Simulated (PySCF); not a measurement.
This script is equivalent to a calculation on Si⁺ (silicon, charge +1).

```python
from pyscf import gto, scf, dft, mp, cc
import basis_set_exchange as bse
mol = gto.M(atom="Si 0 0 0", charge=1, spin=1, symmetry="D2h",
            basis=gto.basis.parse(bse.get_basis("aug-cc-pVDZ-DK", elements=["Si"], fmt="nwchem", header=False)),
            nucmod="G")
mf = dft.UKS(mol, xc="B88,P86").sfx2c1e()
mf.irrep_nelec = {'Ag': (3, 3), 'B1u': (1, 1), 'B2u': (2, 1), 'B3u': (1, 1)}
mf.kernel()
```

Question: What total energy does it give?

Answer: -289.701 hartree (calculated).

Question: Which occupied shell lies highest, and where?

Answer: 3p α, at -12.244 eV.

Question: What is ⟨S²⟩, and what would a pure spin state give?

Answer: 0.753, against 0.75.
